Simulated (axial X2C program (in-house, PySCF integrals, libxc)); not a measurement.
# HBr⁻ along the bond: PBE0, 2c

Computed with an in-house all-electron X2C program for linear molecules (integrals from PySCF). Two-component (2c) means X2C with spin–orbit coupling and atomic mean-field two-electron Coulomb and Gaunt terms. Basis: Br dyall-acv3z [9s10p7d5f1g], H dyall-av3z [7s3p2d] (cores contracted in-house); Gaussian nuclei, density fitting, unrestricted open shells. Masses: Br 78.918 u, H 1.008 u.

State: Ω = 1/2 (⟨Sz⟩ = 0.50, ⟨Lz⟩ = 0.00 at PBE0). Dipoles are positive if H is the positive end and refer to the centre of mass.

Results along the bond:

```tsv
R (Å)	μ (D)	HOMO (eV)	LUMO (eV)
1.315	-6.173	1.23	2.61
1.375	-6.196	1.23	2.63
1.420	-6.131	1.23	2.66
1.466	-5.976	1.24	2.72
1.511	-5.732	1.24	2.79
1.564	-5.339	1.25	2.90
1.617	-4.881	1.25	3.01
1.685	-4.309	1.22	3.13
1.768	-3.733	1.12	3.23
1.889	-3.151	0.85	3.27
```

The state is one determinant whose occupation by symmetry is held fixed; it was picked as the lowest of a PBE0 search that is not exhaustive. Density functionals use the spin component along the axis (collinear). The highest occupied level is positive at some bond lengths even in Hartree–Fock (under at least one Hamiltonian), so the basis set holds the extra electron there; where that holds at Re the anion is at best weakly bound and its constants depend on the basis. The LUMO of an anion is an unbound level whose energy the basis sets.
